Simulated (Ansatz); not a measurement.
Start from `ClCCI` and change one atom or group to get `C[SiH2]CCCl`.

Ansatz, PBE0-D4/def2-TZVP geometries, multiplicity 1. Each molecule was computed in one conformer, which needn't be the lowest.

Elements past krypton have def2 core potentials.  Spin–orbit coupling is left out; it splits and shifts lone-pair levels of the heavy atoms by tenths of an eV.

```csv
property,`ClCCI`
HOMO energy (ωB97M-V/def2-TZVPP) / eV,-9.76
HOMO–LUMO gap (ωB97M-V/def2-TZVPP) / eV,10.62
LUMO energy (PBE/def2-TZVPP) / eV,-2.03
LUMO energy (PBE0/def2-TZVPP) / eV,-1.10
HOMO–LUMO gap (PBE0/def2-TZVPP) / eV,6.48
HOMO–LUMO gap (PBE/def2-TZVPP) / eV,4.40
```

Task: What does the change do to each property? (Best estimate.)

Result: The calculation gave: 
```tsv
property	`C[SiH2]CCCl`	shift
HOMO energy (ωB97M-V/def2-TZVPP) / eV	-10.45	-0.69
HOMO–LUMO gap (ωB97M-V/def2-TZVPP) / eV	12.48	1.86
LUMO energy (PBE/def2-TZVPP) / eV	-0.58	1.45
LUMO energy (PBE0/def2-TZVPP) / eV	0.37	1.47
HOMO–LUMO gap (PBE0/def2-TZVPP) / eV	8.56	2.08
HOMO–LUMO gap (PBE/def2-TZVPP) / eV	6.24	1.84
```

With PBE0 the HOMO falls by 0.60 eV and the LUMO rises by 1.47 eV, so the gap widens by about 2.07 eV. PBE moves the HOMO by -0.40 eV and ωB97M-V by -0.69 eV.
